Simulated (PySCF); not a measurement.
**Working out the ionisation energy of In**

In [Kr] 4d10 5s2 5p1 (2P) → In⁺ [Kr] 4d10 5s2 (1S). All numbers are calculated (PySCF 2.14, scalar relativity by spin-free X2C-1e, in x2c-TZVPPall with one added diffuse shell each of s, p, d, f type (9s7p5d3f, 76 functions)). Frozen: [Ar] 3d10. Energies in hartree (1 hartree = 27.21139 eV):

```tsv
part	In (lower)	In⁺ (upper)
UHF	-5878.241114	-5878.049648
MP2 opposite-spin	-0.243985	-0.239686
MP2 same-spin	-0.128402	-0.123753
```

**Question.** What does Hartree-Fock give?

**Answer.** (-5878.049648) − (-5878.241114) = 0.191466 hartree = 5.210 eV.

**Question.** What do MP2 and SCS-MP2 (6/5 opposite-spin, 1/3 same-spin) give?

**Answer.** The opposite-spin parts differ by 0.117 eV and the same-spin parts by 0.127 eV. MP2: 5.210 + (0.117) + (0.127) = 5.454 eV. SCS-MP2: 5.210 + 1.2 × (0.117) + (0.127)/3 = 5.393 eV.

Measured between the centres of the two terms (NIST): 5.603 eV, so MP2 (valence and next inner shell) is off by -0.149 eV.

What remains against the reference includes basis incompleteness, the frozen core and correlation beyond second order.
